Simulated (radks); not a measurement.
Task: These are the eigenvalues of the occupied orbitals of an atom or ion with whole-number occupations (Ry). Calculated with a radial shooting solver on a logarithmic mesh with Libxc functionals: non-relativistic Kohn-Sham, PBEsol, spin-unpolarised, spherical densities, point nucleus.

1s: -9.65546

Which element is it, and in what charge state? The configuration may be excited.

Result: Z = 4, beryllium, charge +2: Be2+ in [He]. The 1s level, -4.8277 hartree, gives Z - s = 3.1 by -(Z - s)^2/2, which with screening narrows Z to a few neighbours, and the depths must fix Z and the occupations together.
